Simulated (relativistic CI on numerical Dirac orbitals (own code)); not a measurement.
**One change at a time: Mg8+**

Base calculation: Dirac-Coulomb-Breit CI, orbitals from a KLI potential per configuration, model QED (radiative potential, 1s self-energy scaled to tabulated hydrogen-like ionisation energies), unscaled Slater integrals.

Configurations in the expansion (outside the closed core 1s2): 2s2, 2s 2p, 2p2, 2p 3s, 2p 3p, 2s 3s, 2s 3p, 2s 3d, 2s 4s, 2s 4p, 2s 4d, 2s 4f, 3s2, 3s 3p, 3p2. Levels of other configurations are missing.

Variants: (1) QED terms removed; (2) configuration mixing switched off. Shifts of the energy above 2s2 1S_0, in cm⁻¹, for the lowest level and the first level of each name with at least 55 % of one term (blank where a level changes its place among those of its configuration and J or its character, or is not in the variant):

| Level | Base | Δ(1) | Δ(2) |
| --- | --- | --- | --- |
| 2s2 1S_0 | 0 | 0 | 0 |
| 2s 2p 3P°_0 | 141670 | +204 | -31046 |
| 2s 2p 3P°_1 | 142782 | +201 | -31045 |
| 2s 2p 3P°_2 | 145216 | +193 | -31042 |
| 2s 2p 1P°_1 | 284714 | +201 | -30495 |
| 2p2 3P_0 | 368637 | +429 | -31042 |
| 2p2 3P_1 | 369918 | +425 | -31015 |
| 2p2 3P_2 | 372072 | +418 | -31007 |
| 2p2 1D_2 | 412328 | +420 | -27254 |
| 2p2 1S_0 | 512861 | +397 | -59942 |
| 2s 3s 3S_1 | 1530964 | +126 | -25345 |
| 2s 3s 1S_0 | 1557038 | +130 | -20404 |
| 2s 3p 1P°_1 | 1596083 | +196 |  |
| 2s 3p 3P°_0 | 1598342 | +183 | -30248 |

At this charge configurations can still be misplaced by up to about 7 % of their energy.

Ionisation energy from the two ground configurations alone: base 323.9 eV. The NIST ASD value (semi-empirical) is 327.99 eV.
